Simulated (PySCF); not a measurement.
Br₂Zr, SMILES [Br][Zr][Br], multiplicity 1. Atoms are numbered in the order given.

```xyz
3

Zr     0.0000     0.0000    -0.5735
Br     0.0000     2.3021     0.3277
Br     0.0000    -2.3021     0.3277
```
Charge 0, spin multiplicity 1.

The structure is a stationary point at B3LYP-D3(BJ)/def2-SVP. The multiplicity is an assumed one; other spin states were not compared. The def2 effective core potentials stand for the cores of Zr; spin–orbit coupling is left out.

Level of theory: PBE/def2-TZVPD in PySCF.

Symmetry labels are those of the subgroup C2v that the program uses (full group C2v).

Problem. List the valence orbital energies around the gap with their symmetry. (The exact figures need the calculation; the answer reports its results.)

Solution. 
```json
[
 {"orbital": "HOMO−7", "symmetry": "B2", "energy (eV)": "-19.21"},
 {"orbital": "HOMO−6", "symmetry": "A1", "energy (eV)": "-9.33"},
 {"orbital": "HOMO−5", "symmetry": "B2", "energy (eV)": "-8.63"},
 {"orbital": "HOMO−4", "symmetry": "A2", "energy (eV)": "-8.20"},
 {"orbital": "HOMO−3", "symmetry": "A1", "energy (eV)": "-8.06"},
 {"orbital": "HOMO−2", "symmetry": "B1", "energy (eV)": "-7.94"},
 {"orbital": "HOMO−1", "symmetry": "B2", "energy (eV)": "-7.88"},
 {"orbital": "HOMO", "symmetry": "A1", "energy (eV)": "-4.58"},
 {"orbital": "LUMO", "symmetry": "B1", "energy (eV)": "-4.45"},
 {"orbital": "LUMO+1", "symmetry": "A1", "energy (eV)": "-4.45"},
 {"orbital": "LUMO+2", "symmetry": "A2", "energy (eV)": "-3.56"},
 {"orbital": "LUMO+3", "symmetry": "B2", "energy (eV)": "-3.39"}
]
```
